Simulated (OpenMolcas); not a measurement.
**4d² along the 38-electron sequence**

- Program: OpenMolcas
- Method: SS-CASPT2, IPEA 0.25 Eh, imaginary shift 0.1 Eh
- Basis: ANO-RCC-VQZP
- Scalar Hamiltonian: DKH2, point nucleus
- Spin-orbit coupling: state interaction with AMFI integrals over the reference wave functions, term energies averaged over their components

Active space for each ion: 2 electrons in 5 orbitals (4d); closed shells correlated by CASPT2: 4s 4p.

Computed levels in cm-1 above ³F₂:

```json
{"Level": "³F₃", "Zr2+": "708", "Nb3+": "1067", "Mo4+": "1503", "Tc5+": "2010", "Ru6+": "2630", "Rh7+": "3370"}
{"Level": "³F₄", "Zr2+": "1530", "Nb3+": "2300", "Mo4+": "3200", "Tc5+": "4230", "Ru6+": "5490", "Rh7+": "6940"}
{"Level": "¹D₂", "Zr2+": "5290", "Nb3+": "7880", "Mo4+": "9830", "Tc5+": "11530", "Ru6+": "13430", "Rh7+": "15140"}
{"Level": "³P₀", "Zr2+": "8630", "Nb3+": "10310", "Mo4+": "11750", "Tc5+": "13160", "Ru6+": "14800", "Rh7+": "16250"}
{"Level": "³P₁", "Zr2+": "8910", "Nb3+": "10730", "Mo4+": "12370", "Tc5+": "14000", "Ru6+": "15950", "Rh7+": "17770"}
{"Level": "³P₂", "Zr2+": "9420", "Nb3+": "11600", "Mo4+": "13710", "Tc5+": "15920", "Ru6+": "18590", "Rh7+": "21260"}
{"Level": "¹G₄", "Zr2+": "11250", "Nb3+": "14180", "Mo4+": "16530", "Tc5+": "19170", "Ru6+": "21730", "Rh7+": "24290"}
{"Level": "¹S₀", "Zr2+": "23530", "Nb3+": "31690", "Mo4+": "37790", "Tc5+": "43380", "Ru6+": "48990", "Rh7+": "54300"}
{"Level": "weight of ³F in the lowest level (%)", "Zr2+": "99", "Nb3+": "99", "Mo4+": "98", "Tc5+": "98", "Ru6+": "97", "Rh7+": "97"}
```

Mixed levels, with the weight of the term that names them: Rh7+ ¹D₂ (71 %), Rh7+ ³P₂ (74 %).

Measured, with the error of the calculation in %. Measured levels: Zr2+ from Moore, Atomic Energy Levels, vol. II, NSRDS-NBS 35 (1971 reprint of NBS Circular 467, 1952); NIST levels as listed in Rynkun, Gaigalas and Jonsson, Astron. Astrophys. 637, A10 (2020); Mo4+ from Sugar and Musgrove, J. Phys. Chem. Ref. Data 17, 155 (1988).

| Level | Zr2+ | Mo4+ |
| --- | --- | --- |
| ³F₃ | 681 (+4.0) | 1578 (-4.8) |
| ³F₄ | 1486 (+2.9) | 3357 (-4.6) |
| ¹D₂ | 5742 (-7.9) | 10190 (-3.6) |
| ³P₀ | 8062 (+7.0) | 11161 (+5.3) |
| ³P₁ | 8326 (+7.0) | 11807 (+4.7) |
| ³P₂ | 8838 (+6.6) | 13408 (+2.3) |
| ¹G₄ | 11049 (+1.9) | 16354 (+1.1) |
| ¹S₀ | 23979 (-1.9) | 37738 (+0.1) |

The fine-structure level ³F₄ changes by a factor of 4.54 from Zr2+ to Rh7+. Its fourth root runs 6.25, 6.93, 7.52, 8.06, 8.61, 9.13, with steps per unit of Z of 0.67, 0.60, 0.54, 0.54, 0.52; equal steps would mean a (Z - σ)^4 law with constant σ.

¹D₂ changes by a factor of 2.86 over the same range, with steps per unit of Z of +2590, +1950, +1700, +1900, +1710 cm-1.

Term energies are means over components that CASPT2 splits; among the terms shown or strongly mixed into the levels shown the widest spread is 660 cm-1 (4d² ¹G, Nb3+). Levels of configurations with an s electron are missing; early in the row they begin among the upper levels of the d shell and mix with terms of their name (holds for Zr2+). Computed and measured levels are paired by configuration, term and J; levels that our copy of the source lacks, or whose pairing is in doubt (as where it misses far off the trend of its configuration), stay unpaired and out of the deviations. Only configurations of the active space appear.
